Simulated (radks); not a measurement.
Spherical quantum dot in the effective-mass picture: electrons in a parabolic well V = omega^2 r^2 / 2 with omega = 0.458, with a point charge +1 (a donor) at the centre, all in effective atomic units (hartree* = m*/eps^2 hartree, bohr* = eps/m* bohr), one dielectric constant everywhere. Method: non-relativistic Kohn-Sham, LDA (Slater exchange, Perdew-Wang correlation), spin-polarised, spherical densities; computed with a radial shooting solver with Libxc functionals. Levels are named by radial order and angular momentum (1s, 1p, 1d, 2s, ...), and open shells are averaged over m. Results are scaled to m* = 0.042 and eps = 15.9, for which hartree* = 4.521 meV and bohr* = 20.03 nm.

N = 25, configuration 1s2 1p6 1d10 2s2 1f(up 5, down 0). This is the lowest configuration that the search found. Occupied and some empty levels:

| level | occupation | eigenvalue (meV) | <r> (nm) |
|---|---|---|---|
| 1s up | 1 | 31.068 | 42.22 |
| 1s down | 1 | 31.105 | 40.52 |
| 1p up | 3 | 32.178 | 69.75 |
| 1p down | 3 | 32.297 | 68.71 |
| 2s up | 1 | 32.630 | 65.30 |
| 2s down | 1 | 32.738 | 66.17 |
| 1d up | 5 | 33.029 | 79.33 |
| 1d down | 5 | 33.172 | 78.93 |
| 1f up | 5 | 33.976 | 86.06 |
| 1f down | 0 | 34.129 | 86.01 |
| 2p up | 0 | 34.291 | 71.94 |
| 2p down | 0 | 34.376 | 72.38 |
| 1g up | 0 | 35.026 | 91.55 |
| 1g down | 0 | 35.179 | 91.71 |
| 2d up | 0 | 35.556 | 80.57 |
| 2d down | 0 | 35.648 | 80.69 |

Energy (meV): total 490.976, kinetic 42.924, external 140.57, Hartree 341.15, exchange-correlation -33.661.
